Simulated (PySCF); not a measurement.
A geometry optimisation on `[K][I]`.

Method: PBE0-D3(BJ)/def2-SVP geometry optimisation, gas phase, def2 core potentials past Kr (PySCF 2.14.0). Start geometry: GFN2-xTB. A driver script takes a list of jobs; this job's settings line and coordinates (Å) are shown.

Input:
```
{"job": {"xc": "PBE0", "basis": "def2-SVP", "d3": "d3bj", "grid": 1, "maxiter": 30, "shake": 0.01, "kind": "geom"}, "charge": 0, "multiplicity": 1}
K      1.599780    -0.028640     0.001570
I     -1.582290    -0.000180    -0.013690
```

Output:
```
step   0  E = -897.47061539  max force = 0.006235
step   1  E = -897.47141031  max force = 0.000660
step   2  E = -897.47140668  max force = 0.000151
step   3  E = -897.47140886  max force = 0.000118
optimisation converged
```

Energies in Eh; «max force» is the largest Cartesian gradient component in Eh/bohr.

Question: How much energy does the optimisation release, in eV?

Answer: E(step 0) − E(last step) = 0.000793 Eh, which is 0.022 eV.

Question: Give the first gradient maximum in eV/Å.

Answer: With 1 Eh/bohr = 51.422 eV/Å, 0.321 eV/Å.

Summary of the converged run: final energy -897.47141 Eh after 3 steps; dipole 11.12 D.

Question: Give the final coordinates.

Answer: 0.054 Å rms from the input after alignment:
```
atom  x, y, z in Å
K1     1.5462   -0.0343    0.0046
I2    -1.5287    0.0055   -0.0168
```

Question: Estimate the wall time. Hardware: an AMD EPYC 7R43 with one thread, on a shared host. And the peak memory of the process?

Answer: About 6.4 s, with 0.27 GiB resident at the peak, the Python interpreter and its libraries included.
Labels such as C1 count atoms from 1, the log's own numbers from 0.
